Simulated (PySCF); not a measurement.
Simulated characterisation data

Rapidly exchanging positions averaged, one computed conformer, non-relativistic, no solvent model. Shieldings: GIAO PBE0/pcSseg-1; geometry from GFN2-xTB; PySCF 2.14.

Chemical shifts δ = σref − σ; ¹H, ¹³C vs TMS, all at this level. Splittings of carbon signals by F and P are missing where no couplings were computed. Where no couplings were computed, multiplicities follow the n + 1 count of equivalent neighbours, and m marks all less simple cases (inequivalent or close neighbours, rings, F or P nearby). Shifts are as computed. Against solution values, carbons near 30 ppm lie about +3 ppm off and those near 130 ppm about +5 ppm. Of 1211 compounds with measured shifts, 218 miss one by over three times the rms of a fit or turn the order of signals round; such compounds aren't used in these exercises.

Compound 1 (C8H12Si). ¹H NMR (500 MHz, computed): δ 6.58 (m, 4H), 6.48 (m, 4H), 6.16 (m, 4H). ¹³C{¹H} NMR (computed): δ 144.5, 142.6. Structure: SMILES C=C[Si](C=C)(C=C)C=C.

Compound 2 (C8H7O2P). ¹H NMR (500 MHz, computed): δ 10.28 (m, 2H), 8.13 (m, 2H), 2.81 (s, 3H). ¹³C{¹H} NMR (computed): δ 197.1 (CH), 178.8 (C), 148.2 (CH), 146.1 (C), 25.5 (CH3). Structure: SMILES O=CC1=PC(C=O)=CC(C)=C1.
